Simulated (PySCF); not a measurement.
Species: C6H11NO.
SMILES: `CCO[C@H](C#N)CC`

The closed-shell SCF was solved with PySCF and density fitting under several settings on one GFN2-xTB geometry (grid level 2 and gas phase unless stated).

```json
{"settings": "PBE0/pcSseg-1", "basis functions": "191", "SCF cycles": "14", "E (Eh)": "-364.7356", "HOMO (eV)": "-8.19", "LUMO (eV)": "0.41", "dipole (D)": "3.21"}
{"settings": "PBE0/def2-SVPD", "basis functions": "251", "SCF cycles": "14", "E (Eh)": "-364.5311", "HOMO (eV)": "-8.25", "LUMO (eV)": "0.26", "dipole (D)": "3.28"}
{"settings": "PBE0/cc-pVDZ", "basis functions": "167", "SCF cycles": "14", "E (Eh)": "-364.7976", "HOMO (eV)": "-7.98", "LUMO (eV)": "0.69", "dipole (D)": "3.07"}
{"settings": "PBE0/def2-SVPD, level shift 0.1 Eh", "basis functions": "251", "SCF cycles": "10", "E (Eh)": "-364.5311", "HOMO (eV)": "-8.25", "LUMO (eV)": "0.26", "dipole (D)": "3.28"}
{"settings": "PBE0/6-31G, grid level 3, fitting basis def2-universal-jkfit", "basis functions": "94", "SCF cycles": "10", "E (Eh)": "-364.6645", "HOMO (eV)": "-7.91", "LUMO (eV)": "0.63", "dipole (D)": "3.08"}
{"settings": "HF/pcseg-1, IEF-PCM chloroform, fitting basis def2-universal-jkfit", "basis functions": "167", "SCF cycles": "11", "E (Eh)": "-362.8174", "HOMO (eV)": "-12.29", "LUMO (eV)": "4.06", "dipole (D)": "4.11"}
```

Question: Estimate the rows for these settings: (1) PBE0/pcSseg-0; (2) HCTH407/ANO-RCC-VDZP, grid level 1.

Answer: 
| settings | basis functions | SCF cycles | E (Eh) | HOMO (eV) | LUMO (eV) | dipole (D) |
| --- | --- | --- | --- | --- | --- | --- |
| PBE0/pcSseg-0 | 94 | 14 | -363.9362 | -8.07 | 0.40 | 3.20 |
| HCTH407/ANO-RCC-VDZP, grid level 1 | 167 | 11 | -365.2800 | -6.72 | -0.78 | 3.15 |

Question: Over all rows, what range does the HOMO–LUMO gap span?

Answer: From 5.94 eV (HCTH407/ANO-RCC-VDZP, grid level 1) to 16.35 eV (HF/pcseg-1, IEF-PCM chloroform, fitting basis def2-universal-jkfit). The functional of the narrowest has no exact exchange, that of the widest 100 % exact exchange.

Question: And the dipole moment?

Answer: From 3.07 D (PBE0/cc-pVDZ) to 4.11 D (HF/pcseg-1, IEF-PCM chloroform, fitting basis def2-universal-jkfit); the largest is 1.34 times the smallest, and the median is 3.21 D.

Question: Compare two rows with the functional PBE0: PBE0/pcSseg-1 and PBE0/cc-pVDZ. Which energy is lower, and by how much?

Answer: PBE0/cc-pVDZ (167 functions) lies 0.0620 Eh or 39 kcal/mol below PBE0/pcSseg-1 (191 functions). The smaller set gives the lower energy; the two sets aren't nested, so the variational bound doesn't order them by size.

Cycle counts include a coarse-grid stage where the run had one. ANO-RCC sets were contracted for a scalar-relativistic Hamiltonian, but ran non-relativistically here. The structure is a single GFN2-xTB conformer; no vibrational corrections.

Conformer computed: `[CH3:1][CH2:2][O:3][C@H:4]([C:5]#[N:6])[CH2:7][CH3:8]`: C1–C2–O3–C4 -179°, C2–O3–C4–C5 -66°, O3–C4–C7–C8 -174°.
